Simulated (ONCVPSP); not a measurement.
**Before and after: ONCV potential for Co**

ONCVPSP 4.0.1 input, shortened (lines: element, Z, core and valence counts, functional; n l f; lmax; l rc ep ncon nbas qcut; lloc lpopt rc5 dvloc0; l nproj debl; icmod fcfact rcfact), LDA (Perdew-Zunger), scalar-relativistic:

```
  Co 27.00    4    3        3      upf
    1    0    2.00
    2    0    2.00
    2    1    6.00
    3    0    2.00
    3    1    6.00
    3    2    7.00
    4    0    0.50
    2
    0    2.30    0.00    4    8    3.10
    1    0.95    0.00    4    9   15.10
    2    0.85    0.00    5    8   10.90
    4    3    0.85   -1.00
    0    3    3.80
    1    1    2.30
    2    3    2.40
    3    5.00    1.45
```

Change: core correction Teter function, fcfact 5, rcfact 1.56.

Cutoffs: the cutoffs (Ha) at which the residual kinetic energy of the hardest occupied pseudo-wave falls to 1 and 0.1 mHa per electron; they do not see the model core or the augmentation charge, which bear on the density cutoff. Errors are all-electron minus pseudo energies relative to the spin-unpolarised reference configuration.

Problem. Predict the effect on cutoff, ghosts and configuration errors.

Solution. The potential gets neither clearly harder nor softer (297 Ha and 332 Ha → 297 Ha and 332 Ha); both files keep a bound ghost (d); the errors of the 4 common tests hardly move. A model core, the more so a compact one, raises the density cutoff, which this test does not measure.

| quantity | base | changed |
| --- | --- | --- |
| cutoff, loose | 297 Ha | 297 Ha |
| cutoff, tight | 332 Ha | 332 Ha |
| bound ghosts | d | d |
| GHOST(+) flags under 300 eV | s at 74.8 eV | s at 74.8 eV |
| error for 3p6 3d7 4s2, meV [ΔE -16.83 eV] | -15 | -15 |
| error for 3p6 3d7 4s1, meV [ΔE -7.53 eV] | -2.1 | -2.1 |
| error for 3p6 3d7 4s0, meV [ΔE 9.55 eV] | -4.9 | -5.0 |
| error for 3p6 3d6 4s2, meV [ΔE -1.37 eV] | -131 | -132 |
| s: phases at 2.33 bohr within 0.05 rad from the reference energy up to (Ha; the scan ends near 5) | 2.6 | 2.6 |
| p: phases at 0.96 bohr within 0.05 rad from the reference energy up to (Ha; the scan ends near 5) | to the end of the scan | to the end of the scan |
| d: phases at 0.86 bohr within 0.05 rad from the reference energy up to (Ha; the scan ends near 5) | to the end of the scan | to the end of the scan |
| rms error of d²Exc/dni dnj with the model core, mHa | 2.44 | 1.77 |

 A true bound ghost makes a file unfit for plane-wave use even where its test errors are small: the radial tests pick states by their node count and pass the ghost by.
